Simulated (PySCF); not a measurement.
## EPR parameters of C6H9S

Compound: C6H9S (doublet state).
Z-matrix (Å and degrees, GFN2-xTB geometry), rows numbered from 1:
```
C 
C   1  1.3592
C   2  1.5026  1  120.15
C   2  1.4065  1  120.28  3   179.69
C   4  1.4184  2  125.28  1  -179.59
C   5  1.4828  4  121.87  2   173.09
S   6  1.7967  5   71.08  4   102.99
H   1  1.0759  2  121.35  3   179.81
H   1  1.0751  2  121.64  3    -0.32
H   3  1.0893  2  110.68  1   118.01
H   3  1.0888  2  110.16  1  -122.20
H   3  1.0864  2  110.51  1    -2.16
H   4  1.0813  2  117.67  1     4.56
H   5  1.0822  4  118.20  2    13.93
H   6  1.0826  5  117.72  7   108.65
H   6  1.0835  5  117.74  7  -108.42
```

The hyperfine couplings belong to this conformer and change with its torsions.

As a line formula: `C=C(C)[CH][C@H]1CS1` [radical].

Level of theory: UKS B3LYP, pcH-1 on C H S, non-relativistic, mean-field spin-orbit, GIAO (PySCF). The structure is a single GFN2-xTB conformer in the gas phase; no vibrational or solvent corrections. A GFN2-xTB geometry isn't a minimum of the functional, and hyperfine couplings can be far from their values at a DFT geometry. No stability test was run, so a lower SCF solution isn't excluded. ⟨S²⟩ is 0.777 where a pure state has 0.75.

- g1, g2, g3: 2.00206, 2.00325, 2.00750
- g_iso: 2.00427
- Form of g: rhombic: the two nearest values differ by 22 % of g3 − g1
- ⟨S²⟩: 0.7770 (exact 0.7500)
- α and β electrons: 31, 30
- HOMO–LUMO gap, α and β orbitals: 4.91, 3.58 eV

Hyperfine couplings atom by atom, in MHz; T1 to T3 are the principal values of the dipolar part:

```tsv
atom	isotope	a_iso	of which spin–orbit	T1	T2	T3	Mulliken spin population
C1	13C	42.9	-0.1	-41.1	-39.4	80.5	0.54
C2	13C	-42.3	0.0	-26.2	11.1	15.1	-0.23
C3	13C	4.9	0.0	-0.9	0.0	0.9	0.01
C4	13C	52.3	0.0	-49.3	-48.8	98.1	0.61
C5	13C	-10.8	0.0	-11.5	4.0	7.5	-0.10
C6	13C	6.8	0.1	-3.5	-3.3	6.9	0.02
S7	33S	11.6	0.3	-25.5	-24.3	49.8	0.24
H8	1H	-31.6	0.0	-16.4	-1.6	18.1	-0.02
H9	1H	-33.6	0.0	-20.2	-0.2	20.4	-0.02
H10	1H	-15.4	0.0	-1.8	-0.9	2.7	-0.01
H11	1H	-14.4	0.0	-1.8	-0.8	2.7	-0.01
H12	1H	-1.8	0.0	-1.7	-1.3	3.0	0.00
H13	1H	-36.7	0.0	-19.7	-2.4	22.0	-0.03
H14	1H	7.4	0.0	-3.0	-1.5	4.5	0.00
H15	1H	1.9	0.0	-2.2	-0.8	3.0	0.00
H16	1H	-2.5	0.0	-2.7	-0.6	3.3	0.00
```

The Mulliken spin populations are largest on C4 (+0.61), C1 (+0.54), S7 (+0.24) and C2 (-0.23). Three atoms exceed +0.15. The positive populations add up to 1.42 and the negative ones to -0.42, together 2S = 1. The angles at C4 add up to 359.9°, so it is planar; its axial dipolar tensor and the negative coupling of its proton fit spin in a p orbital normal to that plane.

Axes: g2 points within 13° of the C1–C2 bond and g3 points within 5° of the C6–S7 bond.

Under fast tumbling the dipolar parts average out, and these isotropic splittings remain (the largest six): 1 × 1H (H13, I = 1/2, 2 lines) with 1.31 mT, 1 × 1H (H9, I = 1/2, 2 lines) with 1.20 mT, 1 × 1H (H8, I = 1/2, 2 lines) with 1.13 mT, 3 × 1H (H10/H11/H12, I = 1/2, 4 lines) with 0.38 mT, 1 × 1H (H14, I = 1/2, 2 lines) with 0.26 mT and 1 × 1H (H16, I = 1/2, 2 lines) with 0.09 mT.

Class means assume fast exchange of nuclei equivalent by connectivity; if that motion is slow, each nucleus keeps its own coupling. The three 1H nuclei of mean -10.5 MHz run from -15.4 to -1.8 MHz in the frozen geometry.

The 13C coupling of C4 (52.3 MHz) shows only in satellite lines or after enrichment, since that isotope makes up about 1.07 % of natural carbon.

The 33S coupling of S7 (11.6 MHz) shows only in satellite lines or after enrichment, since that isotope makes up about 0.76 % of natural sulfur.

The spin density at the nucleus, in bohr⁻³, is negative for C2 (-0.0376), C5 (-0.0095) and H13 (-0.0082), for instance. A restricted open-shell determinant has no negative spin density anywhere; here it arises because α and β orbitals differ (spin polarisation).

The run took 65 s wall (with the writing of density and orbital grids) on one thread, Arm Neoverse V2 (aarch64) (shared host), and the process peaked at 1.1 GiB of memory.
